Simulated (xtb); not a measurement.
SnHF, SMILES [F][SnH] (connectivity only; charge and spin as stated), neutral, multiplicity 1. All values are semi-empirical tight-binding results from xtb (GFN2-xTB unless named), good for trends rather than for accurate numbers. The structure is a stationary point at GFN2-xTB.

Optimised geometry:

Bonded distances (Å): Sn1–H2 1.912, Sn1–F3 2.046. Bond angles (°): H2–Sn1–F3 98.1.

For metal compounds this method's bond lengths and energies can be far off.

```
Quantity                                        Value
-------------------------------------  --------------
point group as xtb finds it                        Cs
orbital gap                                   3.25 eV
zero-point energy                        2.7 kcal/mol
G − E(el) at 298.15 K (modified RRHO)  -13.6 kcal/mol
```

Problem. Give the atomic charges and the Wiberg bond orders between heavy atoms. (An estimate is asked for; the answer gives what the named calculation found.)

Solution. charges (e) Sn1 0.50, H2 -0.17, F3 -0.33. Bond orders Sn1–F3 1.18.
